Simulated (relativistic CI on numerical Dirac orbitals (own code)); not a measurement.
## Mo²⁺: 3d photoemission

Computed with this model: Dirac-Coulomb-Breit CI, separate exchange-only KLI orbitals for each configuration, a model potential for QED, valence Slater integrals scaled by 0.7, multiplet model of photoemission in the sudden approximation; configurations [Kr] 4d4 → [Ar] 3d9 4s2 4p6 4d4; 300 K; Lorentzian 0.3 eV and Gaussian 0.5 eV FWHM. Energies are those of the free ion, without screening or charge transfer. The energies are binding energies and can lie tens of eV above those of solids. S is read from ⟨S²⟩ = S(S + 1).

Field parameters in Wybourne normalisation: D4h B²₀ = −7Ds, B⁴₀ = 21(Dq − Dt), B⁴₄ = 21√(5/14) Dq. The field is a parameter set, without covalency.

Computed curve for D4h, 10Dq = 27800, Ds = -1500, Dt = -50 cm⁻¹, scaled to 100 at the maximum (points under 2 are left out and the grid is thinned):

```tsv
Energy (eV)	Intensity
253.8	2.2
254.0	2.8
254.2	3.9
254.4	5.8
254.7	13.9
254.9	30.3
255.1	61.4
255.3	92.9
255.5	99.4
255.7	82.3
256.0	47.7
256.2	28.9
256.4	18.0
256.6	13.7
256.8	11.8
257.0	10.1
257.2	8.8
257.5	8.5
257.7	9.4
257.9	12.2
258.1	19.5
258.3	34.3
258.5	52.8
258.8	59.8
259.0	45.6
259.2	29.6
259.4	19.2
259.6	13.1
259.8	9.3
260.0	6.7
260.3	4.6
260.5	3.9
260.7	3.4
260.9	3.2
261.1	3.1
261.3	2.9
261.6	2.1
265.5	2.3
265.7	2.6
265.9	2.2
```

The ground state has S = 1.00, and the centroid lies at 257.11 eV.
